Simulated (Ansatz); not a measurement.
`[CH3][GeH]([Cl])[SeH]` + HCl → `[CH3][GeH]([Cl])[Cl]` + H₂Se at 298.15 K and 1 bar (ligand exchange at a Ge–Se bond).

Gas-phase electronic energies from Ansatz, PBE0-D4/def2-TZVP geometries. CCSD(T)/CBS adds triple-zeta CCSD(T) − MP2 to the extrapolated MP2 energy (def2 sets, frozen cores). This one scheme is used for every species. For Ge, Se outer-core shells are correlated without core-valence functions, which leaves a few kJ/mol of doubt a bond. Scalar relativity is left out up to krypton. One conformer a species, not always the lowest.

```json
{"species": "`[CH3][GeH]([Cl])[SeH]`", "CCSD(T)/CBS energy (Eh)": "-4977.73636", "H − E (kJ/mol)": "165.1", "S (J/(mol·K))": "372.3"}
{"species": "HCl", "CCSD(T)/CBS energy (Eh)": "-460.38127", "H − E (kJ/mol)": "26.6", "S (J/(mol·K))": "186.8"}
{"species": "`[CH3][GeH]([Cl])[Cl]`", "CCSD(T)/CBS energy (Eh)": "-3036.22487", "H − E (kJ/mol)": "144.5", "S (J/(mol·K))": "346.1"}
{"species": "H₂Se", "CCSD(T)/CBS energy (Eh)": "-2401.89790", "H − E (kJ/mol)": "45.8", "S (J/(mol·K))": "219.1"}
```

H − E and S are ideal-gas, rigid-rotor, harmonic terms from PBE0-D4/def2-TZVP, for one conformer and one mirror image of each species. 1 Eh = 2625.50 kJ/mol, R = 8.31446 J/(mol·K).

Task: By hand: ΔE, ΔH, ΔS and ΔG.

Result: ΔE = (-3036.22487) + (-2401.89790) − (-4977.73636) − (-460.38127) = -0.00514 Eh = -13.5 kJ/mol. Δ(H − E) = 144.5 + 45.8 − 165.1 − 26.6 = -1.4, so ΔH = -14.9 kJ/mol. ΔS = 346.1 + 219.1 − 372.3 − 186.8 = 6.1 J/(mol·K). ΔG = -14.9 − 298.15 × (6.1)/1000 = -16.7 kJ/mol.

Task: By hand: the equilibrium constant, and the temperature at which ΔG would vanish if ΔH and ΔS stayed fixed.

Result: log₁₀ K = −ΔG/(RT ln 10) = 2.9. ΔH and −TΔS have one sign here, so there is no such temperature.

The number of gas molecules stays the same, so ΔS is small and ΔH decides. A doubt of 5 kJ/mol in ΔE shifts log₁₀ K by 0.9 here. Other conformers and mirror images would add mixing entropy, several J/(mol·K) or more a flexible species. These are equilibria of isolated gas molecules and say nothing of rates. Largest T1 diagnostic: 0.009 (customary marks: 0.02 for closed shells, 0.045 for open ones).

ΔS is within the doubt of such terms, so its sign, and with it that verdict, could turn.
